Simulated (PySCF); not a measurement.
# Whose spectrum? (photoacid generator ion pair)

All values: TDA CAM-B3LYP/def2-SVP, gas phase, PySCF SCF with an in-house response code, fitting set def2-universal-JFIT up to Ne and JKFIT beyond, grid level 1 (kernel 0), vertical, one conformer each, geometries GFN2-xTB; core orbitals frozen in the response, virtual orbitals above 1.5 Eh left out. The lowest 6 singlets were sought, and the brightest is taken among them. The runs took 4 to 40 CPU minutes each on shared server CPUs.

Some members have small gaps, where a closed-shell solution may not be the ground state. Spin-orbit coupling is left out, which matters for the heavier atoms here.

One system has its HOMO at -6.13 eV, its LUMO at -3.69 eV and these singlet states:

```tsv
state	eV	f
S1	0.82	0.003
S2	1.17	0.002
S3	1.53	0.005
S4	1.80	0.015
S5	1.94	0.008
S6	2.14	0.003
```

**Question.** Which is it?
A. c1ccc([B-](c2ccccc2)(c2ccccc2)c2ccccc2)cc1.c1ccc([I+]c2ccccc2)cc1 (C36H30BI)
B. F[B-](F)(F)F.c1ccc([I+]c2ccccc2)cc1 (C12H10BF4I)
C. O=S(=O)([O-])C(F)(F)C(F)(F)C(F)(F)C(F)(F)C(F)(F)C(F)(F)C(F)(F)C(F)(F)F.c1ccc([I+]c2ccccc2)cc1 (C20H10F17IO3S)
D. F[P@OH9-](F)(F)(F)(F)F.c1ccc([I+]c2ccccc2)cc1 (C12H10F6IP)
E. O=S(=O)([O-])C(F)(F)F.c1ccc([I+]c2ccccc2)cc1 (C13H10F3IO3S)

**Answer.** A.

**Question.** How do the candidates compare?

**Answer.** 
```json
{"system": "F[B-](F)(F)F.c1ccc([I+]c2ccccc2)cc1", "HOMO / eV": "-8.95", "LUMO / eV": "-1.91", "S1 / eV": "4.13", "f(S1)": "0.103", "brightest state sought / eV": "4.13"}
{"system": "F[P@OH9-](F)(F)(F)(F)F.c1ccc([I+]c2ccccc2)cc1", "HOMO / eV": "-9.07", "LUMO / eV": "-2.01", "S1 / eV": "4.22", "f(S1)": "0.011", "brightest state sought / eV": "4.26"}
{"system": "O=S(=O)([O-])C(F)(F)C(F)(F)C(F)(F)C(F)(F)C(F)(F)C(F)(F)C(F)(F)C(F)(F)F.c1ccc([I+]c2ccccc2)cc1", "HOMO / eV": "-8.53", "LUMO / eV": "-1.99", "S1 / eV": "3.55", "f(S1)": "0.008", "brightest state sought / eV": "3.89"}
{"system": "O=S(=O)([O-])C(F)(F)F.c1ccc([I+]c2ccccc2)cc1", "HOMO / eV": "-8.47", "LUMO / eV": "-2.02", "S1 / eV": "3.34", "f(S1)": "0.001", "brightest state sought / eV": "3.75"}
{"system": "c1ccc([B-](c2ccccc2)(c2ccccc2)c2ccccc2)cc1.c1ccc([I+]c2ccccc2)cc1", "HOMO / eV": "-6.13", "LUMO / eV": "-3.69", "S1 / eV": "0.82", "f(S1)": "0.003", "brightest state sought / eV": "1.80"}
```
